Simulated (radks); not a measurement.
Results of a calculation; reference values are marked as such.
Ionisation of Ne2+, [He] 2s2 2p4, to Ne3+, [He] 2s2 2p3, under several functionals. Dirac Kohn-Sham, spin-unpolarised, spherical densities, finite nucleus; open shells fill j = l - 1/2 first; a radial shooting solver on a logarithmic mesh with Libxc functionals. The NIST Atomic Spectra Database gives 63.423 eV (measured). Rank these functionals by the error of their Delta-SCF ionisation energy: exchange-only PBE; revPBE; HCTH/407.

Answer. From best to worst: exchange-only PBE 66.200 eV (+2.776); revPBE 67.303 eV (+3.879); HCTH/407 67.985 eV (+4.562). Spin polarisation and multiplet splitting are left out, so open shells lie too high by an amount that depends on their filling.

Beside tabulated values, note that spin-unpolarised runs miss the spin-polarisation part of the exchange energy of open shells.
